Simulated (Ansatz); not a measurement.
A run for Ansatz (a quantum-chemistry and plane-wave program): R-CCSD(T)/aug-cc-pVDZ on AsBH6 (a complex), monomers drawn apart or pushed together. The run froze 15 orbitals, filled d shells among them.

Ansatz 0.2 input:
```yaml
crystal:
  periodic: [false, false, false]
  atoms:
    - {symbol: B, position_ang: [-0.00516141, -0.05976899, 0.62956386]}
    - {symbol: H, position_ang: [-0.86617620, 0.77755847, 0.57872414]}
    - {symbol: H, position_ang: [-0.35291625, -1.18244247, 0.37704423]}
    - {symbol: H, position_ang: [1.06645547, 0.26575107, 0.19284969]}
    - {symbol: As, position_ang: [0.67904973, -0.26247946, 4.32482068]}
    - {symbol: H, position_ang: [-0.44300963, -0.65237817, 5.25661806]}
    - {symbol: H, position_ang: [1.15173903, 0.97368208, 5.05129385]}
    - {symbol: H, position_ang: [1.72740917, -1.22770691, 4.82340218]}
basis:
  gaussian:
    orbitals: aug-cc-pVDZ
magnetization: {spin_polarized: false}
correlation: {method: ccsd_t, electrons: outside_noble_gas}
scf: {lower_state_search: off}
```

It printed:

```
WARN ansatz: RAYON_NUM_THREADS=2 ignored (pool sized by the plan → 2); use --threads N
Functional definition: HF
these checks for a lower state are left out or cut short: stability, starts, cluster_reference, orbital_swaps, neighbouring_geometries, increment
integrals: 0.19 GiB planned
1154 factors; integrals over basis functions are off by at most 7.4e-4 eV
mean field: 0.34 GiB planned
mean field evaluation 1: about -61558.6381 eV, gradient 1.4e1 eV
mean field evaluation 2: about -61558.6732 eV, gradient 1.4e1 eV
mean field evaluation 4: about -61559.7641 eV, gradient 7.2e-1 eV
mean field evaluation 8: about -61559.7687 eV, gradient 2.9e-2 eV
mean field -61559.76875270 eV, -2262.2797749517 hartree, gradient 9.4e-7 eV, S^2 0.000000; 0 other end points of the search recorded, 0 dependent functions left out
15 core orbitals not correlated
reference -61559.76875270 eV, -2262.2797749517 hartree; 7, 7 occupied and 91, 91 virtual orbitals, 1154 factors
second order -6.20321427 eV of doubles, -0.00000000 eV of singles
coupled cluster: 0.43 GiB planned
cycle   1  -7.25386359 eV  change    -1.1e0 eV  update   7.2e-2
cycle   2  -7.61170746 eV  change   -3.6e-1 eV  update   2.4e-2
cycle   3  -7.62512638 eV  change   -1.3e-2 eV  update   5.7e-3
cycle   4  -7.62357365 eV  change    1.6e-3 eV  update   2.0e-3
cycle   5  -7.62310244 eV  change    4.7e-4 eV  update   6.5e-4
cycle   6  -7.62302490 eV  change    7.8e-5 eV  update   2.4e-4
cycle   7  -7.62303386 eV  change   -9.0e-6 eV  update   8.5e-5
cycle   8  -7.62305426 eV  change   -2.0e-5 eV  update   3.1e-5
cycle   9  -7.62305594 eV  change   -1.7e-6 eV  update   1.1e-5
perturbative correction -0.16888203 eV, -0.0062063002 hartree
Total energy: -61567.56069067 eV, -2262.5661233906 hartree
Checks for a lower state left out: stability, starts, cluster_reference, orbital_swaps, neighbouring_geometries, increment
```

The run converged.

Cost: very roughly 8 core-seconds.
